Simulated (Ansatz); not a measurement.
`OC(F)O[SiH3]`, charge 0, multiplicity 1.

Q: Give a relaxed structure at PBE0-D4/def2-TZVP (the Gaussian-basis code of Ansatz). (Best estimate.)

A: Ansatz gave: 
Cartesian coordinates in Å:
```
O 2.251 0.478 -0.030
C 0.915 0.652 -0.147
F 0.550 0.702 -1.485
O 0.232 -0.383 0.435
Si -1.413 -0.604 0.303
H 2.449 -0.446 -0.222
H 0.655 1.626 0.279
H -2.101 0.701 0.478
H -1.777 -1.191 -1.008
H -1.761 -1.536 1.398
```
This is one stationary point; other conformers may exist.
